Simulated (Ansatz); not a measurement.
Ansatz results at the PBE0-D4/def2-TZVP geometry: LUMO energy (B3LYP/def2-TZVPP) 0.62 eV; HOMO energy (PBE0/def2-TZVPP) -6.55 eV; HOMO energy (PBE/def2-TZVPP) -5.32 eV.

Each molecule was computed in one conformer, which needn't be the lowest.

Q: Which molecule gave them?
A. `BCC(C)O`
B. `CC/C=C(/O)F`
C. `C/C(=C/F)CO`
D. `C=CCOCF`

A: B. The others give `C/C(=C/F)CO`: -0.04, -7.24, -5.99; `BCC(C)O`: -1.32, -7.86, -6.24; `C=CCOCF`: -0.29, -7.84, -6.62.

B3LYP here is the variant with VWN-RPA as its local correlation; programs differ in this.
